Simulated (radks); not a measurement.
All-electron atom: Ca+ in [Ar] 4s1 (the NIST ground configuration).

All-electron calculation, non-relativistic Kohn-Sham, LDA (Slater exchange, Perdew-Wang correlation), spin-polarised, spherical densities, point nucleus; open shells are filled with parallel spins first. Program: a radial shooting solver on a logarithmic mesh with Libxc functionals.

Energy parts (hartree):
part                       energy
total                  -675.50684
kinetic                 674.44518
electron-nucleus      -1596.24250
Hartree                 280.27482
exchange-correlation    -33.98434

Orbitals (lengths in bohr, moments of r in powers of bohr; r(90%) holds 90 % of the orbital's charge):
orbital  occ.  eigenvalue (hartree)     <r^2>  r(90%)      <r>      <r^4>
1s up       1             -144.1936  0.008073   0.138  0.07754  0.0001671
1s down     1             -144.1923  0.008073   0.138  0.07754  0.0001671
2s up       1             -15.30420    0.1603   0.573   0.3680    0.04555
2s down     1             -15.30281    0.1603   0.573   0.3680    0.04555
2p up       3             -12.54271    0.1341   0.543   0.3292    0.03744
2p down     3             -12.54140    0.1341   0.543   0.3292    0.03743
3s up       1              -1.96120     1.565    1.75    1.164      4.009
3s down     1              -1.95765     1.560    1.74    1.162      3.965
3p up       3              -1.28481     1.912    1.97    1.272      6.494
3p down     3              -1.28006     1.893    1.96    1.267      6.317
4s up       1              -0.34759     14.27    5.20    3.551      309.2
4s down     0              -0.31350     14.76    5.33    3.601      339.9

The highest occupied level is 4s up at -9.458 eV. The electron density at the nucleus is 5293 e/bohr^3.
